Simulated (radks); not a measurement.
Question: Radial electron density D(r) = 4 pi r^2 rho(r) of an atom or ion with 12 electrons. All-electron calculation, scalar-relativistic Kohn-Sham, PBEsol, spin-unpolarised, spherical densities, point nucleus. Program: a radial shooting solver on a logarithmic mesh with Libxc functionals.

```
   r/bohr * D(r) (the largest magnitude, 39.2, reaches the edge; | marks zero)
 0.003417 |  *
 0.003852 |   *
 0.004343 |    *
 0.004897 |     *
 0.005477 |       *
 0.006176 |        *
 0.006963 |          *
 0.007851 |             *
 0.008852 |               *
 0.009981 |                  *
  0.01116 |                     *
  0.01259 |                         *
  0.01419 |                            *
    0.016 |                                *
  0.01804 |                                    *
  0.02034 |                                        *
  0.02293 |                                            *
  0.02565 |                                               *
  0.02892 |                                                 *
  0.03261 |                                                  *
  0.03677 |                                                  *
  0.04146 |                                                 *
  0.04674 |                                               *
  0.05228 |                                            *
  0.05895 |                                          *
  0.06646 |                                       *
  0.07494 |                                      *
  0.08449 |                                       *
  0.09526 |                                         *
   0.1066 |                                            *
   0.1201 |                                                *
   0.1355 |                                                    *
   0.1527 |                                                      *
   0.1722 |                                                     *
   0.1942 |                                                 *
   0.2172 |                                           *
   0.2448 |                                  *
   0.2761 |                         *
   0.3113 |                 *
   0.3509 |            *
   0.3957 |         *
   0.4461 |       *
    0.499 |       *
   0.5626 |      *
   0.6344 |     *
   0.7153 |   *
   0.8064 |  *
   0.9093 | *
    1.017 |*
    1.147 *
    1.293 *
    1.458 *
    1.644 *
    1.853 *
    2.073 *
    2.337 *
    2.635 *
```

What is the nuclear charge?

Answer: Z = 30. The innermost maximum, from 1s, lies near gamma/Z bohr with gamma = sqrt(1 - (Z/c)^2) = 0.976, here 0.0325 bohr (found: 0.0348), and its height grows with Z. The density is that of the zinc ion Zn18+ in [He] 2s1.75 2p6 3s2 4f0.25; the configuration itself is not fixed sharply by these data, and Z only to about a unit. D(r) has 2 maxima, at r = 0.0348, 0.158 bohr, and minima at 0.0774 bohr, inside which lie 2.12 electrons.
